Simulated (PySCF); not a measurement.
Partial charges of `CC[C@@H](OC)[C@](C)(F)Cl`

Species: C6H12ClFO.
Structure used (GFN2-xTB), in Å, numbered top down from 1:
```xyz
21
C6H12ClFO angstrom
C     -1.592   -1.984    0.222
C     -1.391   -0.476    0.136
C      0.069   -0.104    0.410
O      0.820   -0.511   -0.713
C      2.161   -0.870   -0.466
C      0.252    1.412    0.653
C     -0.073    2.277   -0.546
F      1.557    1.638    1.025
Cl    -0.728    1.917    2.068
H     -1.388   -2.342    1.229
H     -0.923   -2.487   -0.471
H     -2.616   -2.241   -0.034
H     -1.639   -0.135   -0.870
H     -2.039    0.029    0.852
H      0.423   -0.624    1.313
H      2.226   -1.631    0.320
H      2.534   -1.284   -1.401
H      2.775   -0.011   -0.180
H      0.442    1.872   -1.414
H      0.263    3.295   -0.366
H     -1.143    2.276   -0.726
```

Density: PBE0/pcSseg-1 (PySCF); schemes: Mulliken, IAO, Hirshfeld and ESP-fitted. Geometry: GFN2-xTB, one conformer, isolated molecule.

Q: Do the Mulliken, IAO, Hirshfeld and ESP-fitted schemes agree on where the charge is lowest?

A: The schemes don't all agree: Mulliken O4 (-0.514); IAO C7 (-0.441); Hirshfeld C7 (-0.138); ESP-fitted C1 (-0.422).

Q: At which atom do the 4 schemes differ most?

A: At O4: from -0.514 (Mulliken) to -0.121 e (Hirshfeld), 0.393 e apart.

Q: Do the Mulliken, IAO, Hirshfeld and ESP-fitted schemes agree on where the charge is highest?

A: The schemes don't all agree: Mulliken H20 (+0.140); IAO C6 (+0.312); Hirshfeld C6 (+0.134); ESP-fitted H20 (+0.165).

Q: What partial charge does each atom carry?

A: In e:

```csv
atom,environment,Mulliken,IAO,Hirshfeld,ESP-fitted
C1,methyl carbon,-0.260,-0.417,-0.118,-0.422
C2,chain CH2 carbon,-0.221,-0.261,-0.080,+0.056
C3,sp3 carbon bound to oxygen,+0.046,+0.075,+0.031,-0.034
O4,ether oxygen,-0.514,-0.395,-0.121,-0.241
C5,methoxy carbon,-0.024,-0.205,-0.044,-0.142
C6,sp3 C–F carbon,+0.074,+0.312,+0.134,+0.058
C7,methyl carbon,-0.172,-0.441,-0.138,-0.373
F8,alkyl fluorine,-0.295,-0.305,-0.088,-0.139
Cl9,chlorine on a fluorinated carbon,-0.093,-0.114,-0.054,-0.112
H10,methyl hydrogen,+0.108,+0.136,+0.039,+0.115
H11,methyl hydrogen,+0.121,+0.146,+0.036,+0.121
H12,methyl hydrogen,+0.117,+0.145,+0.043,+0.112
H13,methylene hydrogen,+0.130,+0.141,+0.039,+0.062
H14,methylene hydrogen,+0.137,+0.144,+0.026,+0.054
H15,methine hydrogen,+0.114,+0.126,+0.032,+0.137
H16,methyl hydrogen,+0.094,+0.125,+0.040,+0.087
H17,methyl hydrogen,+0.119,+0.157,+0.050,+0.105
H18,methyl hydrogen,+0.110,+0.138,+0.030,+0.110
H19,methyl hydrogen,+0.138,+0.167,+0.046,+0.159
H20,methyl hydrogen,+0.140,+0.165,+0.047,+0.165
H21,methyl hydrogen,+0.132,+0.160,+0.049,+0.121
```

Mean size of the charges over all atoms: IAO 0.204 e, Mulliken 0.150 e, ESP-fitted 0.139 e, Hirshfeld 0.061 e. Each set sums to the total charge, 0, to within 0.001 e. The IAO scheme projects the occupied orbitals on a minimal set of polarised atomic orbitals and counts the electrons in each atom's part of it.

Q: How closely do the schemes follow one another over all atoms?

A: Correlation coefficient and root-mean-square difference: IAO with Hirshfeld 0.99, 0.160 e; Mulliken with IAO 0.91, 0.100 e; IAO with ESP-fitted 0.89, 0.111 e; Mulliken with Hirshfeld 0.87, 0.125 e; Hirshfeld with ESP-fitted 0.85, 0.115 e; Mulliken with ESP-fitted 0.79, 0.115 e.

Q: Sum the charges by element, for elements with more than one atom.

A: 
```
element  atoms  Mulliken     IAO  Hirshfeld  ESP-fitted
      C      6    -0.557  -0.936     -0.214      -0.857
      H     12    +1.460  +1.749     +0.477      +1.349
```

Q: How many electrons does the Hirshfeld scheme count on C3?

A: Z − q = 6 − (+0.031) = 5.969.
